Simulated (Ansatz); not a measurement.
Diatomic As2, closed-shell singlet (the spin of the measured ground state). No spin–orbit coupling. As is treated without relativity.

D_e counts from the fitted minimum to each atom's lowest state at the same level, without counterpoise. The singlet is restricted.

The values were computed with Ansatz (a first-principles code) with Gaussian orbitals. 

Question: One of these levels gives 5.321 eV for the bond energy D_e. Which one is it?
(A) r2SCAN/def2-TZVPP
(B) BHLYP/def2-TZVPP
(C) SVWN5/def2-TZVPP

Answer: C, SVWN5/def2-TZVPP. The others give 3.930 (r2SCAN/def2-TZVPP), 3.434 (BHLYP/def2-TZVPP)
